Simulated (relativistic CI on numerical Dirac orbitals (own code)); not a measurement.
# Hyperfine structure of Er³⁵⁺, mass number 167

Calculated at this level of theory: Dirac-Coulomb-Breit CI, separate exchange-only KLI orbitals for each configuration, a model potential for QED, unscaled Slater integrals (own radial code, finite nucleus).

CI space (outside the closed core [Ar] 3d10): 4s²4p³, 4s4p⁴, 4s²4p²4d, 4p⁵, 4s4p³4d, 4s²4p²4f, 4s4p³4f, 4p⁴4d, 4s4p²4d², 4s²4p4d4f, 4p⁴4f, 4s²4p4d², 4s²4d³, 4s4p4d³, 4s²4d²4f, 4s4p4d²4f, 4p³4d², 4p²4d³, 4p²4d²4f. Double excitations out of closed p, d and f shells are left out; levels of such configurations are missing from the list, as are those of other unlisted configurations, and high levels can miss mixing partners.

Nuclear spin I = 7/2, μ = -0.5623 μN, Q = 3.57 b (tables of Stone and Pyykkö). The electronic factors are computed for point nuclear moments, without core polarisation or the Bohr-Weisskopf and QED corrections.

```json
{"Level": "4s²4p³ ²D°5/2", "E (eV)": "59.459", "A (GHz)": "-15.78", "B (GHz)": "-0.376"}
{"Level": "4s²4p³ ²P°1/2", "E (eV)": "65.827", "A (GHz)": "-52.18", "B (GHz)": ""}
{"Level": "4s²4p³ ²P°3/2", "E (eV)": "121.155", "A (GHz)": "-6.891", "B (GHz)": "-309"}
{"Level": "4s4p⁴ ⁴P5/2", "E (eV)": "134.577", "A (GHz)": "-33.01", "B (GHz)": "55.5"}
{"Level": "4s4p⁴ ²S1/2", "E (eV)": "150.872", "A (GHz)": "-151.8", "B (GHz)": ""}
{"Level": "4s²4p²4d ⁴D1/2", "E (eV)": "186.573", "A (GHz)": "-16.36", "B (GHz)": ""}
{"Level": "4s4p⁴ ⁴P3/2", "E (eV)": "190.882", "A (GHz)": "-24.77", "B (GHz)": "-169"}
```

Levels with J = 0, under 50 % of one LS term, or S terms without an open s electron are left out. Small factors come from cancelling terms and can be off by tens of per cent or more.

At this charge energies of transitions that change n are usually good to better than 1 %, and those within a shell (Δn = 0) to a few per cent.

Q: Give the hyperfine levels of 4s²4p³ ²P°1/2 relative to its centre of gravity.

A: With K = F(F + 1) − I(I + 1) − J(J + 1), E = AK/2: F = 3: 117.4, F = 4: -91.31 GHz.

LS names give the leading component of a level, which can be under half, so a name can repeat, a term be missing and a line seem to break the LS rules.
